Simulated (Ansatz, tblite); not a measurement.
Removing and adding an electron: Ge(vinyl)3(nBu) (C10H18Ge). The state is a singlet with charge 0. Geometry: PBE0-D4/def2-SVP. Ansatz, gas phase; energy differences of separate SCF runs; the oxidised species was run as a doublet alone; the reduced species was run as a doublet alone.

```xyz
29

Ge    0.9517   -0.1986    0.2037
C     2.6113   -0.0510   -0.8010
C     3.7899    0.2186   -0.2314
H     2.5768   -0.2070   -1.8875
H     3.8810    0.3832    0.8488
H     4.7166    0.2908   -0.8131
C     1.2061    0.5904    1.9651
C     1.3690   -0.1321    3.0777
H     1.2257    1.6858    2.0436
H     1.3611   -1.2284    3.0561
H     1.5162    0.3326    4.0599
C     0.5185   -2.0837    0.4241
C     1.3921   -3.0664    0.1869
H    -0.4882   -2.3509    0.7717
H     2.4131   -2.8581   -0.1548
H     1.1328   -4.1230    0.3245
C    -0.4995    0.7311   -0.7314
C    -1.8448    0.6371   -0.0167
C    -2.9712    1.4322   -0.6756
C    -3.3432    0.9579   -2.0723
H    -0.1970    1.7872   -0.8448
H    -0.5583    0.3149   -1.7507
H    -2.1516   -0.4224    0.0566
H    -1.7303    0.9840    1.0253
H    -3.8626    1.3839   -0.0266
H    -2.6836    2.4984   -0.7118
H    -4.1894    1.5327   -2.4788
H    -2.5062    1.0659   -2.7797
H    -3.6359   -0.1050   -2.0677
```

The xTB rows come from tblite. HOMO above LUMO, or a gap near zero within one spin, warns that the state may not be the lowest or that an electron is smeared out.

| level | −HOMO (eV) | vertical IE (eV) | −LUMO (eV) | vertical EA (eV) | HOMO–LUMO gap (eV) | IE − EA (eV) | remarks |
| --- | --- | --- | --- | --- | --- | --- | --- |
| GFN1-xTB | 11.52 | 13.69 | 7.10 | 4.75 | 4.42 | 8.94 | – |
| PBE0-D4/def2-SVP | 7.34 | 8.89 | -0.01 | -1.48 | 7.35 | 10.37 | HOMO above zero (-1 doublet) |

Question: Estimate the rows for GFN2-xTB, PBE-D4/def2-SVP.

Answer: 
```json
{"level": "GFN2-xTB", "−HOMO (eV)": "10.55", "vertical IE (eV)": "12.72", "−LUMO (eV)": "6.05", "vertical EA (eV)": "3.55", "HOMO–LUMO gap (eV)": "4.50", "IE − EA (eV)": "9.17", "remarks": "–"}
{"level": "PBE-D4/def2-SVP", "−HOMO (eV)": "6.18", "vertical IE (eV)": "8.44", "−LUMO (eV)": "1.00", "vertical EA (eV)": "-1.12", "HOMO–LUMO gap (eV)": "5.18", "IE − EA (eV)": "9.56", "remarks": "HOMO above zero (-1 doublet), gap within one spin near zero (-1 doublet)"}
```

   A HOMO above zero means that the electron is unbound at that level or that self-interaction error raises the level; the energy of removing that electron tells which. Raw xTB energy differences between charge states are shifted by several eV; the methods need an empirical correction for them. Sets without diffuse functions give affinities that are too small. A negative affinity means that the extra electron isn't bound; its size then hangs on the basis.
